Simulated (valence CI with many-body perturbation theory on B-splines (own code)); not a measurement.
# E1 line list for W²⁺

Computed by valence CI with perturbative core correlation (CI+MBPT): four valence electrons over a frozen Dirac-Fock core [Xe] 4f14, a basis of 7 s, 7 p, 8 d, 6 f, 4 g, 1 h functions for each j, with the one-electron correlation potential Σ1 (screened to all orders), the two-electron term Σ2, the three-electron term Σ3, Breit, model QED; selected single and double excitations, second order for the rest, scaled by the run's own slope (own B-spline code, finite nucleus).

Set against measurement, 9 paired levels are off by 356 cm⁻¹ on average, the worst by 816. These come from a selection out of NIST levels as listed in McCann et al., Mon. Not. R. Astron. Soc. 538, 537 (2025). Levels without a partner in it may be off by more, other configurations by 1,000 to 8,000 cm⁻¹. Among the levels kept, up to 390 cm⁻¹ of a level comes from second order outside the variational space, and about a tenth of that is noise between levels of different J, which matters for small intervals.

Lines 1 to 50 of 585 in falling wavelength, among levels below 100339 cm⁻¹, chosen from the strongest by gf and those to the six lowest levels. Wavelengths and rates use the calculated energies, so an error of 400 cm⁻¹ moves a line at 277.8 nm by 1.1 % and its rate by three times that or more. Electric multipoles are in the length gauge, E1 and E2 with the static RPA response of the core. Weak lines are less certain than strong ones. Lines between different terms over intervals too small for the method are left out, as are lines whose strength nearly cancels. Where a level lies close to another of its J and parity, the split of strength between their lines is uncertain. The highest levels of a list are the least certain.

Names give the largest LS component (configuration and term), which can be under half, so a name can repeat, a term be missing and a line seem to break the LS rules; names also repeat where a configuration has a term twice. Letters in brackets count levels of one name in rising energy.

| λ vac (nm) | Upper | Lower | A (s⁻¹) | log gf | Branch % |
| --- | --- | --- | --- | --- | --- |
| 277.8 | 5d³6p ⁵G°_4 | 5d³6s ³G_3 [a] | 1.57e+07 | -0.79 | 3.5 |
| 262.8 | 5d³6p ⁵F°_3 [a] | 5d³6s ³G_3 [a] | 2.50e+07 | -0.74 | 3.7 |
| 262.1 | 5d³6p ⁵G°_5 [a] | 5d³6s ³H_4 | 2.30e+07 | -0.58 | 5.1 |
| 260.8 | 5d³6p ³H°_5 [a] | 5d³6s ¹H_5 | 1.48e+07 | -0.78 | 1.8 |
| 256.2 | 5d³6p ³H°_6 [a] | 5d³6s ¹H_5 | 2.60e+07 | -0.48 | 4.3 |
| 250.2 | 5d³6p ³G°_5 [b] | 5d⁴ ¹G_4 [b] | 2.32e+07 | -0.62 | 2.3 |
| 249.4 | 5d³6p ³H°_5 [b] | 5d³6s ¹H_5 | 2.67e+07 | -0.56 | 3.9 |
| 247.5 | 5d³6p ³F°_2 [b] | 5d³6s ¹P_1 | 4.20e+07 | -0.71 | 6.2 |
| 246.7 | 5d³6p ⁵D°_4 [a] | 5d³6s ³H_4 | 2.99e+07 | -0.61 | 4.3 |
| 242.3 | 5d³6p ⁵G°_5 [b] | 5d³6s ³H_5 [a] | 3.23e+07 | -0.50 | 5.6 |
| 241.9 | 5d³6p ³G°_4 [b] | 5d⁴ ³F_3 [b] | 2.02e+07 | -0.80 | 2.3 |
| 241.5 | 5d³6p ³P°_2 [b] | 5d³6s ³D_3 [a] | 7.56e+07 | -0.48 | 8.3 |
| 240.8 | 5d³6p ⁵F°_4 | 5d³6s ³G_3 [b] | 4.29e+07 | -0.47 | 6.0 |
| 240.1 | 5d³6p ⁵F°_5 | 5d³6s ³F_4 [a] | 2.42e+07 | -0.64 | 3.8 |
| 237.8 | 5d³6p ³G°_3 [a] | 5d³6s ³F_2 [a] | 3.75e+07 | -0.65 | 4.3 |
| 236.2 | 5d³6p ³D°_3 [b] | 5d³6s ³P_2 | 3.99e+07 | -0.63 | 4.9 |
| 233.7 | 5d³6p ³H°_5 [a] | 5d³6s ³H_5 [b] | 3.30e+07 | -0.53 | 4.1 |
| 233.0 | 5d³6p ⁵D°_4 [b] | 5d³6s ³G_3 [a] | 5.10e+07 | -0.43 | 6.1 |
| 232.5 | 5d³6p ³D°_3 [c] | 5d³6s ³P_2 | 4.11e+07 | -0.63 | 4.7 |
| 230.7 | 5d³6p ¹F°_3 [c] | 5d³6s ¹F_3 | 3.17e+07 | -0.75 | 3.7 |
| 230.0 | 5d³6p ³H°_6 [a] | 5d³6s ³H_5 [b] | 1.51e+07 | -0.81 | 2.5 |
| 230.0 | 5d³6p ³G°_5 [b] | 5d³6s ³F_4 [c] | 3.13e+07 | -0.56 | 3.1 |
| 229.8 | 5d³6p ⁵G°_5 [b] | 5d³6s ³H_4 | 4.04e+07 | -0.45 | 7.0 |
| 229.3 | 5d³6p ³G°_4 [a] | 5d³6s ³F_4 [a] | 2.91e+07 | -0.69 | 2.9 |
| 229.1 | 5d³6p ⁵F°_3 [b] | 5d³6s ³G_3 [a] | 4.25e+07 | -0.63 | 5.2 |
| 229.0 | 5d³6p ¹G°_4 [c] | 5d³6s ¹F_3 | 4.54e+07 | -0.49 | 3.7 |
| 228.9 | 5d³6p ⁵F°_2 | 5d³6s ⁵P_2 [a] | 4.73e+07 | -0.73 | 9.4 |
| 227.8 | 5d³6p ³H°_6 [b] | 5d³6s ¹H_5 | 3.26e+07 | -0.48 | 3.2 |
| 227.8 | 5d³6p ⁵F°_5 | 5d³6s ³H_5 [a] | 4.84e+07 | -0.38 | 7.6 |
| 227.3 | 5d³6p ³G°_4 [d] | 5d³6s ³F_3 | 3.28e+07 | -0.64 | 2.9 |
| 226.5 | 5d³6p ³G°_4 [c] | 5d³6s ³F_4 [b] | 3.58e+07 | -0.61 | 3.7 |
| 225.8 | 5d³6p ³H°_5 [a] | 5d³6s ³H_6 | 3.79e+07 | -0.50 | 4.7 |
| 225.5 | 5d³6p ⁵F°_4 | 5d³6s ³H_4 | 3.62e+07 | -0.60 | 5.1 |
| 225.1 | 5d³6p ¹G°_4 [a] | 5d³6s ¹H_5 | 3.95e+07 | -0.57 | 6.7 |
| 224.7 | 5d³6p ⁵G°_2 | 5d³6s ⁵F_2 | 8.23e+07 | -0.51 | 24.8 |
| 222.8 | 5d³6p ³G°_4 [c] | 5d³6s ³H_5 [b] | 3.34e+07 | -0.65 | 3.4 |
| 222.7 | 5d³6p ¹F°_3 [c] | 5d²6s² ³F_3 | 5.86e+07 | -0.52 | 6.9 |
| 222.4 | 5d³6p ³H°_6 [a] | 5d³6s ³H_6 | 1.59e+08 | 0.19 | 26.5 |
| 221.9 | 5d³6p ³H°_5 [b] | 5d⁴ ³F_4 | 7.64e+07 | -0.21 | 11.1 |
| 221.2 | 5d³6p ¹G°_4 [c] | 5d²6s² ³F_3 | 2.92e+07 | -0.72 | 2.4 |
| 220.4 | 5d³6p ³F°_4 [a] | 5d³6s ³F_4 [a] | 6.57e+07 | -0.37 | 8.5 |
| 219.6 | 5d³6p ³G°_5 [a] | 5d³6s ³F_4 [b] | 5.00e+07 | -0.40 | 4.8 |
| 218.9 | 5d³6p ⁵D°_3 | 5d³6s ⁵P_3 | 4.90e+07 | -0.61 | 6.6 |
| 218.6 | 5d³6p ¹H°_5 | 5d⁴ ¹G_4 [b] | 8.89e+07 | -0.15 | 6.2 |
| 218.0 | 5d³6p ³G°_4 [b] | 5d³6s ³G_3 [b] | 9.21e+07 | -0.23 | 10.5 |
| 218.0 | 5d³6p ³P°_2 [c] | 5d³6s ¹D_2 [a] | 6.31e+07 | -0.65 | 7.7 |
| 218.0 | 5d³6p ³G°_3 [b] | 5d³6s ³G_4 | 7.88e+07 | -0.41 | 7.7 |
| 218.0 | 5d³6p ³G°_4 [a] | 5d³6s ³H_5 [a] | 5.23e+07 | -0.47 | 5.3 |
| 217.7 | 5d³6p ⁵G°_2 | 5d³6s ⁵F_1 | 2.14e+08 | -0.12 | 64.4 |
| 217.4 | 5d³6p ¹G°_4 [b] | 5d⁴ ¹G_4 [b] | 4.28e+07 | -0.56 | 3.9 |
